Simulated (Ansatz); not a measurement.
A structure relaxed at PBE0-D4/def2-TZVP, charge 0, multiplicity 2:

Cartesian coordinates in Å:
```
Cl 1.1924 1.4839 0.0782
In 0.2522 -0.6562 -0.2808
H -1.4446 -0.8277 0.2026
```

**Question.** Give its formula and SMILES.

**Answer.** ClHIn, `[Cl][InH]`.

**Question.** Point group (tolerance 0.08 Å, 0.16 Å for H)?

**Answer.** Cs.

**Question.** Summarise the bond lengths by kind.

**Answer.** 1 × Cl–In 2.365 Å; 1 × H–In 1.773 Å.

Program: Ansatz 0.2.0.
